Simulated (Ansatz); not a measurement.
Reaction (ligand exchange at a Zn–C bond): `O[SiH2][CH2][ZnH]` + `CNC` → `C[N](C)[ZnH]` + `C[SiH2]O`

Program: Ansatz. Geometries: PBE0-D4/def2-TZVP. ΔE: electronic, gas phase. CCSD(T)/CBS is the MP2 limit (def2-TZVPP, def2-QZVPP) plus CCSD(T) − MP2 in def2-TZVPP, frozen cores. This one scheme is used for every species. DFT in def2-TZVPP. For Zn outer-core shells are correlated without core-valence functions, which leaves a few kJ/mol of doubt a bond. Scalar relativity is left out up to krypton. One conformer a species, not always the lowest.

`O[SiH2][CH2][ZnH]`:

Cartesian coordinates in Å:
```
O -1.101 -1.063 0.231
Si -0.495 -0.047 -0.957
C 0.878 0.801 -0.086
Zn 0.793 0.007 1.717
H -1.845 -1.635 0.036
H -0.070 -0.875 -2.122
H -1.587 0.860 -1.414
H 1.854 0.604 -0.537
H 0.741 1.883 -0.027
H 0.833 -0.535 3.160
```

`CNC`:

```xyz
10

C     0.877    0.721   -0.413
N    -0.485    0.243   -0.459
C    -0.712   -0.883    0.418
H     0.984    1.605   -1.046
H     1.547   -0.049   -0.806
H     1.230    0.977    0.602
H    -1.120    0.994   -0.223
H    -0.127   -1.739    0.068
H    -1.765   -1.170    0.391
H    -0.429   -0.698    1.469
```

`C[N](C)[ZnH]`:

```xyz
11

C     1.140    0.540    0.381
N    -0.188    0.048    0.142
C    -0.262   -0.762   -1.043
Zn   -1.609    0.405    1.213
H     1.183    1.155    1.285
H     1.867   -0.279    0.508
H     1.506    1.162   -0.453
H     0.399   -1.642   -0.983
H    -1.277   -1.130   -1.215
H     0.038   -0.201   -1.945
H    -2.799    0.704    2.111
```

`C[SiH2]O`:

```xyz
9

C    -0.753   -0.893    0.106
Si    0.269    0.655    0.280
O     1.660    0.601   -0.608
H    -1.640   -0.834    0.744
H    -0.180   -1.775    0.401
H    -1.094   -1.034   -0.923
H     0.717    0.830    1.684
H    -0.560    1.829   -0.123
H     1.581    0.623   -1.562
```

```csv
level,ΔE (kJ/mol)
ωB97X-V,-2.3
B2PLYP,-7.8
HF/def2-QZVPP,-3.1
SCS-MP2/def2-QZVPP,-7.1
```

Task: What does CCSD(T)/CBS give? (Best estimate.)

Result: Ansatz gave: -2.5 kJ/mol. The listed levels differ from it by 0.2, -5.3, -0.6, -4.6 kJ/mol.

Largest T1 diagnostic among the species: 0.015.

From PBE to PBE0 (25 % exact exchange), in def2-TZVPP and without D4, ΔE moves by +4.9 kJ/mol.
